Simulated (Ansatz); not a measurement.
BeHI (SMILES [BeH][I]) moved off its minimum; all values from Ansatz (an electronic-structure program), cores frozen in correlated methods. Elements past Kr take the def2 small-core potentials, without spin–orbit coupling.
(charge 0, multiplicity 1)
```xyz
3

Be    -0.01677     0.01346    -2.04672
H      0.01620     0.02532    -3.14977
I     -0.05979    -0.00168     0.31471
```

Forces at r2SCAN/def2-TZVPP (eV/Å):

```tsv
atom	Fx	Fy	Fz
Be1	-0.187	-0.067	7.514
H2	0.162	0.058	-5.829
I3	0.025	0.009	-1.685
```

Give the forces (eV/Å), the total energy and the dipole at CCSD(T)/def2-TZVPPD.


| atom | Fx | Fy | Fz |
|---|---|---|---|
| Be1 | -0.181 | -0.065 | 7.281 |
| H2 | 0.160 | 0.058 | -5.796 |
| I3 | 0.021 | 0.007 | -1.486 |
Energy -312.1183 hartree, dipole 1.13 D.
